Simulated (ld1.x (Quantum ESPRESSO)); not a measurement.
Transferability test, PAW potential for hafnium

```
Element                 : Hf (Z = 72)
Generator               : ld1.x (Quantum ESPRESSO) 7.5
Type                    : PAW
Functional              : PBE
Relativity              : fully relativistic
Frozen core             : [Kr] 4d10 4f14
Valence charge          : 12
Reference configuration : 5s2 5p6 5d2 6s0 6p0 (charge +2)
Partial waves           : 5s (bound): rcut 1.95, rcutus 2.05 bohr; 6s (bound, empty): rcut 1.95, rcutus 2.05 bohr; 5p (bound): rcut 2.40, rcutus 2.65 bohr; 6p (bound, empty): rcut 2.40, rcutus 2.65 bohr; 5d (bound): rcut 2.45, rcutus 2.75 bohr; 5d channel at 0.15 Ry: rcut 2.45, rcutus 2.75 bohr
Local potential         : all-electron potential smoothed inside 2.20 bohr (lloc = -2)
Core correction         : Bessel-smoothed model core, default radius (core density twice the valence density)
Augmentation charge     : PSQ, radius 2.25 bohr
```

Open shells are filled in proportion to 2j + 1 (rel_dist='average').

Energies are relative to the spin-unpolarised reference configuration 5s2 5p6 5d2 6s0 6p0; without spin polarisation the order of configurations can differ from experiment.

```tsv
valence configuration	charge	ΔE all-electron (eV)	error AE − PS (meV)
5s2 5p6 5d2 6s2 6p0	0	-22.160	+7.7
5s2 5p6 5d2 6s1 6p0	+1	-14.180	+1.4
5s2 5p6 5d1 6s0 6p0	+3	21.783	-39
5s2 5p6 5d2.5 6s1.5 6p0	0	-20.906	-4.3
5s2 5p6 5d2 6s1.5 6p0	+0.5	-18.904	+3.9
5s2 5p5 5d2 6s2 6p0	+1	19.300	-144
```

What are ΔE and the potential's error for 5s2 5p6 5d0 6s0 6p0?

ΔE = 54.612 eV all-electron; the error (AE − PS) is -217 meV.

These tests converged, but a pseudo level misses the all-electron one widely, so the file describes the atom poorly there or has found another state: 5s2 5p6 5d2 6s1 6p0: empty 6p by 4.7 eV; 5s2 5p5 5d2 6s2 6p0: empty 6p by 5.4 eV.

The ghost test of this file was not conclusive.
